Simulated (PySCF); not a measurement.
Job file and geometry (Å, from PBE0-D3(BJ)/def2-SVP) of a spin–spin coupling run on `O1[C@H](CC#C)CC1`, C$_{6}$H$_{8}$O, B3LYP/pcJ-1 indirect spin-spin coupling, non-relativistic, gas phase (PySCF 2.14.0, density-fitted response routines); density fitting, a coarse starting grid and PySCF grid level 2 are the driver's defaults:

```
{"job": {"kind": "j", "xc": "B3LYP", "basis": "pcJ-1"}, "charge": 0, "multiplicity": 1}
C      2.783245     0.983055     0.568353
C      1.928704     0.338312     0.001721
C      0.863331    -0.410174    -0.648114
C     -0.505137     0.223386    -0.430404
C     -1.118336     0.112557     0.972046
C     -2.201052    -0.705916     0.260562
O     -1.544232    -0.571453    -0.999279
H      3.552258     1.547924     1.061204
H      1.049641    -0.478030    -1.733154
H      0.838910    -1.445744    -0.268322
H     -0.502587     1.247674    -0.846076
H     -1.448283     1.058577     1.419850
H     -0.503082    -0.434076     1.700271
H     -3.208758    -0.254492     0.253653
H     -2.295940    -1.761186     0.571124
```

Q: What does the program print?

A: 
```
coarse grid: 12568 points
cycle   1  E = -308.4162876031  dE =  8.812e-01  |g| = 6.985e-01  |ddm| = 3.349e+00
cycle   2  E = -308.3091230626  dE =  1.072e-01  |g| = 1.050e+00  |ddm| = 1.816e+00
cycle   3  E = -308.5071851245  dE = -1.981e-01  |g| = 1.492e-01  |ddm| = 1.254e+00
cycle   4  E = -308.5110593235  dE = -3.874e-03  |g| = 5.339e-02  |ddm| = 1.536e-01
cycle   5  E = -308.5114853833  dE = -4.261e-04  |g| = 3.342e-02  |ddm| = 5.438e-02
cycle   6  E = -308.5117414409  dE = -2.561e-04  |g| = 7.612e-03  |ddm| = 2.391e-02
cycle   7  E = -308.5117548520  dE = -1.341e-05  |g| = 1.443e-03  |ddm| = 5.707e-03
cycle   8  E = -308.5117553317  dE = -4.796e-07  |g| = 2.552e-04  |ddm| = 1.294e-03
final grid: 121432 points
cycle   9  E = -308.5835009645  dE = -1.445e-04  |g| = 7.562e-03  |ddm| = 2.729e-02
cycle  10  E = -308.5834884111  dE =  1.255e-05  |g| = 1.093e-02  |ddm| = 1.232e-02
cycle  11  E = -308.5835113680  dE = -2.296e-05  |g| = 1.801e-03  |ddm| = 8.625e-03
cycle  12  E = -308.5835117998  dE = -4.318e-07  |g| = 1.019e-03  |ddm| = 2.001e-03
cycle  13  E = -308.5835120043  dE = -2.044e-07  |g| = 4.265e-04  |ddm| = 7.949e-04
cycle  14  E = -308.5835120468  dE = -4.255e-08  |g| = 3.689e-05  |ddm| = 3.220e-04
cycle  15  E = -308.5835120471  dE = -2.691e-10  |g| = 1.226e-05  |ddm| = 4.210e-05
converged SCF energy = -308.5835120471

Indirect spin-spin couplings (Hz)
  i      j    bonds     total        FC       PSO       DSO        SD
  0 C    1 C    1    197.464   189.160     8.206     0.099         -
  0 C    2 C    2     10.721    11.028    -0.176    -0.130         -
  0 C    3 C    3      2.960     3.043    -0.052    -0.032         -
  0 C    6 O    4     -0.586    -0.561    -0.062     0.037         -
  0 C    7 H    1    272.049   272.616    -0.963     0.396         -
  0 C    8 H    3      5.307     4.988     0.746    -0.427         -
  0 C    9 H    3      5.166     4.863     0.713    -0.410         -
  0 C   10 H    4     -0.277    -0.215     0.035    -0.098         -
  1 C    2 C    1     73.432    75.069    -1.863     0.226         -
  1 C    3 C    2     -1.171    -1.209    -0.031     0.069         -
  1 C    4 C    3      1.032     1.028    -0.027     0.031         -
  1 C    5 C    4     -0.195    -0.215     0.072    -0.051         -
  1 C    6 O    3     -4.339    -4.410     0.041     0.031         -
  1 C    7 H    2     52.100    47.565     5.674    -1.138         -
  1 C    8 H    2    -11.143   -11.037    -0.009    -0.097         -
  1 C    9 H    2    -10.376   -10.270    -0.032    -0.074         -
  1 C   10 H    3      1.355     1.273    -0.065     0.148         -
  1 C   11 H    4     -0.252    -0.272     0.063    -0.043         -
  2 C    3 C    1     38.954    39.523    -0.849     0.280         -
  2 C    4 C    2     -0.685    -0.538    -0.164     0.017         -
  2 C    5 C    3      1.330     1.347     0.035    -0.053         -
  2 C    6 O    2     -5.941    -6.115     0.187    -0.014         -
  2 C    7 H    3      3.715     3.657     0.511    -0.453         -
  2 C    8 H    1    138.916   137.268     0.740     0.908         -
  2 C    9 H    1    138.690   137.046     0.691     0.954         -
  2 C   10 H    2      2.835     2.925    -0.062    -0.028         -
  2 C   11 H    3      4.851     4.893     0.268    -0.310         -
  2 C   12 H    3      6.660     6.645    -0.159     0.175         -
  2 C   13 H    4      0.975     1.001     0.391    -0.417         -
  2 C   14 H    4     -0.738    -0.705     0.102    -0.135         -
  3 C    4 C    1     30.874    29.866     0.741     0.267         -
  3 C    5 C    2     -8.419    -8.009    -0.458     0.047         -
  3 C    6 O    1     16.615    19.068    -2.316    -0.138         -
  3 C    7 H    4     -2.613    -2.575     0.151    -0.189         -
  3 C    8 H    2     -6.967    -6.924    -0.101     0.058         -
  3 C    9 H    2     -7.421    -7.389    -0.096     0.064         -
  3 C   10 H    1    157.874   157.135    -0.483     1.222         -
  3 C   11 H    2     -3.542    -3.658     0.186    -0.070         -
  3 C   12 H    2     -4.238    -4.460     0.267    -0.045         -
  3 C   13 H    3      2.211     2.392     0.207    -0.388         -
  3 C   14 H    3      2.770     2.959     0.227    -0.416         -
  4 C    5 C    1     30.274    29.162     0.884     0.228         -
  4 C    6 O    2     -5.403    -5.296    -0.110     0.003         -
  4 C    8 H    3      9.356     9.403     0.373    -0.420         -
  4 C    9 H    3      3.429     3.413    -0.078     0.094         -
  4 C   10 H    2     -1.063    -1.178     0.234    -0.119         -
  4 C   11 H    1    144.772   143.226     0.679     0.866         -
  4 C   12 H    1    143.202   141.657     0.635     0.909         -
  4 C   13 H    2     -2.253    -2.380     0.325    -0.198         -
  4 C   14 H    2     -2.639    -2.771     0.332    -0.200         -
  5 C    6 O    1     17.013    20.002    -2.873    -0.116         -
  5 C    8 H    4     -0.590    -0.575     0.359    -0.375         -
  5 C    9 H    4     -0.403    -0.366    -0.034    -0.003         -
  5 C   10 H    3      1.865     2.018     0.256    -0.409         -
  5 C   11 H    2     -3.188    -3.308     0.297    -0.177         -
  5 C   12 H    2     -3.531    -3.662     0.287    -0.156         -
  5 C   13 H    1    154.232   153.479    -0.172     0.925         -
  5 C   14 H    1    153.472   152.713    -0.172     0.932         -
  6 O    8 H    3     -1.385    -1.260    -0.073    -0.052         -
  6 O    9 H    3     -0.906    -0.896     0.039    -0.049         -
  6 O   10 H    2     -7.599    -6.919    -0.770     0.090         -
  6 O   11 H    3     -0.272    -0.221    -0.309     0.257         -
  6 O   12 H    3      0.085     0.131    -0.288     0.243         -
  6 O   13 H    2     -7.503    -6.672    -0.958     0.127         -
  6 O   14 H    2     -7.552    -6.749    -0.925     0.123         -
  7 H    8 H    4     -4.182    -4.126     1.438    -1.494         -
  7 H    9 H    4     -4.165    -4.107     1.401    -1.459         -
  8 H    9 H    2    -18.666   -18.822     1.952    -1.797         -
  8 H   10 H    3      4.842     4.868     0.087    -0.113         -
  8 H   13 H    5     -0.155    -0.069     1.447    -1.533         -
  9 H   10 H    3     12.230    12.312     2.577    -2.659         -
  9 H   11 H    4     -0.264    -0.192     1.449    -1.522         -
  9 H   12 H    4     -0.325    -0.392    -1.382     1.448         -
 10 H   11 H    3      8.725     8.732    -0.320     0.313         -
 10 H   12 H    3      6.197     6.278     2.078    -2.159         -
 10 H   13 H    4     -0.917    -0.766     0.845    -0.996         -
 11 H   12 H    2    -12.613   -12.765     2.342    -2.190         -
 11 H   13 H    3     10.020    10.062    -0.067     0.025         -
 11 H   14 H    3      6.817     6.927     2.138    -2.247         -
 12 H   13 H    3      7.455     7.559     2.159    -2.262         -
 12 H   14 H    3     10.287    10.317    -0.111     0.081         -
 13 H   14 H    2     -7.409    -7.434     2.202    -2.177         -
```

Size and cost of the density-fitted run: 269 basis functions, 50 s wall time on 1 thread of an Arm Neoverse V2, shared host.
